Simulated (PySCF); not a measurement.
# UHF on Se⁺ (selenium, charge +1)

Configuration: [Ar] 3d10 4s2 4p3, high-spin 4S determinant. All numbers are calculated (PySCF 2.14, the spin-free X2C one-electron Hamiltonian (Gaussian nucleus), in jorge-DZP-DKH (8s6p2d1f, 43 functions)).

```json
{
 "Total energy": "-2427.622540 hartree",
 "One-electron energy": "-3366.5470 hartree",
 "Hartree (Coulomb) energy": "1025.6147 hartree",
 "Exchange energy": "-86.6903 hartree",
 "⟨S²⟩": "3.7502",
 "⟨L²⟩": "0.000",
 "Sum of ⟨r⟩": "22.40 bohr",
 "Sum of ⟨r²⟩": "31.60 bohr²",
 "Langevin diamagnetic susceptibility": "-25.0 ×10⁻⁶ cm³/mol",
 "Time after the integrals": "0.11 s of wall time on 1 thread of Neoverse-V1 (shared host)"
}
```

| shell | electrons | mean orbital energy (eV) | rms radius, mean of both spins (bohr) |
| --- | --- | --- | --- |
| 1s α | 1 | -12747.4 | 0.0508 |
| 1s β | 1 | -12747.0 | 0.0508 |
| 2s α | 1 | -1706.3 | 0.212 |
| 2s β | 1 | -1706.1 | 0.212 |
| 2p α | 3 | -1497.6 | 0.189 |
| 2p β | 3 | -1497.2 | 0.189 |
| 3s α | 1 | -261.33 | 0.613 |
| 3s β | 1 | -260.68 | 0.613 |
| 3p α | 3 | -193.65 | 0.636 |
| 3p β | 3 | -192.78 | 0.636 |
| 3d α | 5 | -80.997 | 0.692 |
| 3d β | 5 | -80.543 | 0.692 |
| 4s α | 1 | -36.664 | 1.91 |
| 4s β | 1 | -28.410 | 1.91 |
| 4p α | 3 | -21.413 | 2.31 |

Densities and radii are taken from the X2C orbitals without a picture-change correction, which distorts them close to the nucleus.
